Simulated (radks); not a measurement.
Question: The mean radii <r> (bohr) of the occupied orbitals of an atom or ion are listed with their occupations. Method: non-relativistic Kohn-Sham, TPSS, spin-polarised, spherical densities, point nucleus; meta-GGA in the generalised Kohn-Sham scheme; computed with a radial shooting solver on a logarithmic mesh with Libxc functionals.

| orbital | occ. | <r> |
|---|---|---|
| 1s down | 1 | 0.03170 |
| 1s up | 1 | 0.03170 |
| 2s up | 1 | 0.1372 |
| 2s down | 1 | 0.1372 |
| 2p up | 3 | 0.1172 |
| 2p down | 3 | 0.1172 |
| 3s up | 1 | 0.3695 |
| 3s down | 1 | 0.3694 |
| 3p up | 3 | 0.3610 |
| 3p down | 3 | 0.3610 |
| 3d up | 5 | 0.3323 |
| 3d down | 5 | 0.3322 |
| 4s up | 1 | 0.8462 |
| 4s down | 1 | 0.8460 |
| 4p up | 3 | 0.8768 |
| 4p down | 3 | 0.8769 |
| 4d up | 1 | 0.9468 |

Name the element and its charge. Open shells, if any, are filled with parallel spins first.

Answer: Z = 48, cadmium, charge +11: Cd11+ in [Kr] 4d1. The 1s radius gives Z: for a bare nucleus <r> = 1.5/Z, 0.03125 bohr for Z = 48, and screening makes it slightly larger (0.03170 here). The occupations add up to 37, and the charge is Z minus that.
